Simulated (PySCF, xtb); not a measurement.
C2H7BO2Si, SMILES OB(O)/C=C/[SiH3]. One conformer was computed; it need not be the lowest.

Harmonic wavenumbers (cm⁻¹) from GFN2-xTB in xtb at its own minimum, in rising order: 36, 86, 114, 124, 250, 349, 448, 458, 535, 542, 568, 636, 725, 764, 780, 788, 793, 812, 957, 958, 1039, 1184, 1251, 1283, 1321, 1639, 2230, 2239, 2280, 2969, 3047, 3614, 3640.

**Question.** What does PBE-D3(BJ)/def2-SVP (PySCF) give at its own minimum? (The exact figures need the calculation; the answer reports its results.)

**Answer.** 31, 119, 120, 128, 243, 366, 458, 475, 504, 593, 599, 656, 759, 797, 806, 886, 900, 916, 975, 1001, 1011, 1147, 1242, 1338, 1428, 1621, 2152, 2152, 2175, 2991, 3058, 3721, 3738. Paired by order, the mean absolute difference is 44 cm⁻¹ and the zero-point energies are 55.0 and 55.9 kcal/mol.
